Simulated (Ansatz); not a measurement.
The same path of C2H9AlS (13 atoms, charge 0, multiplicity 1) was run twice with different band settings. Lost on the way: Al1–C2, H6–S7. Made: C2–H6.

The calculation used RKS LDA/def2-SVP in Ansatz.

Relaxed end points:

```xyz
13
Properties=species:S:1:pos:R:3
Al -1.101 0.659 0.011
C 0.506 -0.476 0.164
C 0.449 -1.471 1.313
H -1.272 1.912 1.015
H -2.425 0.040 -0.673
H 0.088 1.009 -2.722
S -0.413 2.035 -1.968
H 0.648 -1.018 -0.802
H 1.402 0.182 0.274
H -0.419 -2.162 1.221
H 1.357 -2.114 1.384
H 0.345 -0.963 2.298
H 0.834 2.369 -1.514
```

```xyz
13
Properties=species:S:1:pos:R:3
Al -1.626 0.942 0.218
C 1.428 -0.819 -0.352
C 0.260 -0.888 0.599
H -1.261 1.831 1.497
H -2.814 -0.124 0.176
H 1.239 -0.052 -1.136
S -0.888 1.609 -1.743
H 1.586 -1.791 -0.865
H 2.370 -0.557 0.173
H -0.691 -1.152 0.072
H 0.364 -1.663 1.390
H 0.144 0.067 1.180
H -0.111 2.597 -1.209
```

Common settings: movable images 9; climbing image yes; spring 5.0 eV/Å²; optimiser quadratic models (default); start path through a guess of the saddle point; iteration limit 60; end points relaxed.

| run | force threshold |
| --- | --- |
| 1 | 0.05 eV/Å |
| 2 | 0.5 eV/Å |

(1) What does each run give, and how far can it be trusted?

Results:

(1) Run 1: converged after 12 iterations, highest image 0.277 eV above the first end. The profile has 2 maxima (images 4, 7) with wells between them (image 6): this band takes more than one step, which may be the mechanism or a detour left from its start path. A vibrational analysis at the climbing image gives one clearly imaginary mode, 529i cm⁻¹: a first-order saddle point.
Run 2: converged after 5 iterations, highest image 0.222 eV above the first end. The threshold of 0.5 eV/Å is loose, so the images may lie well off the minimum-energy path. The profile has 2 maxima (images 4, 7) with wells between them (image 6): this band takes more than one step, which may be the mechanism or a detour left from its start path. The order of the stationary point at the top wasn't checked.
The orbitals stay closed-shell, which can raise the energy where a bond breaks towards radicals; this wasn't checked here.
